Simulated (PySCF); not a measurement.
# Electron correlation in Br⁺ (bromine, charge +1)

[Ar] 3d10 4s2 4p4, high-spin 3P determinant. Calculation: PySCF 2.14, in x2c-TZVPall; the spin-free X2C one-electron Hamiltonian (Gaussian nucleus). Frozen: [Ar] 3d10; 6 electrons correlated.

MP2 pair energies summed by pair of shells (mhartree):

```
 pair  energy  share (%)
4s-4p  -48.21       46.3
4p-4p  -47.49       45.7
4s-4s   -8.32        8.0
```

Total MP2 correlation energy: -104.02 mhartree.

Same-spin part -23.47 and opposite-spin part -80.55 mhartree; SCS-MP2 scales them by 1/3 and 6/5 to -104.49 mhartree.

```csv
level,correlation energy (mhartree)
CCSD,-123.12
(T),-3.23
CCSD(T),-126.35
```

Diagnostics: T1 = 0.0070, D1 = 0.0221, largest double amplitude 0.045.

Cost of the coupled-cluster step: 0.66 s of wall time on 1 thread of Neoverse-V1 (shared host), for 6 correlated electrons.

Iterations:

```
CC2 = 0
CCSD nocc = (np.int64(4), np.int64(2)), nmo = (34, 34)
frozen orbitals [[0, 1, 2, 3, 4, 5, 6, 7, 8, 9, 10, 11, 12, 13], [0, 1, 2, 3, 4, 5, 6, 7, 8, 9, 10, 11, 12, 13]]
max_cycle = 100
direct = 0
conv_tol = 1e-08
conv_tol_normt = 1e-06
diis_space = 8
diis_start_cycle = 0
Init t2, MP2 energy = -0.104022045181347
Init E_corr(UCCSD) = -0.104022045182506
cycle = 1  E_corr(UCCSD) = -0.118852679542615  dE = -0.0148306344  norm(t1,t2) = 0.0370556
cycle = 2  E_corr(UCCSD) = -0.12189899214266  dE = -0.0030463126  norm(t1,t2) = 0.0112763
cycle = 3  E_corr(UCCSD) = -0.123154776564773  dE = -0.00125578442  norm(t1,t2) = 0.00421861
cycle = 4  E_corr(UCCSD) = -0.123114709057415  dE = 4.00675074e-05  norm(t1,t2) = 0.00048832
cycle = 5  E_corr(UCCSD) = -0.123115616285247  dE = -9.07227832e-07  norm(t1,t2) = 7.58605e-05
cycle = 6  E_corr(UCCSD) = -0.123115646162201  dE = -2.98769542e-08  norm(t1,t2) = 1.671e-05
cycle = 7  E_corr(UCCSD) = -0.123115789060398  dE = -1.42898198e-07  norm(t1,t2) = 3.62853e-06
cycle = 8  E_corr(UCCSD) = -0.123115724289439  dE = 6.47709598e-08  norm(t1,t2) = 7.40686e-07
cycle = 9  E_corr(UCCSD) = -0.12311573204277  dE = -7.75333088e-09  norm(t1,t2) = 1.18078e-07
UCCSD converged
E(UCCSD) = -2604.143977098074  E_corr = -0.1231157320427695
UCCSD(T) correction = -0.00322922489193896
```
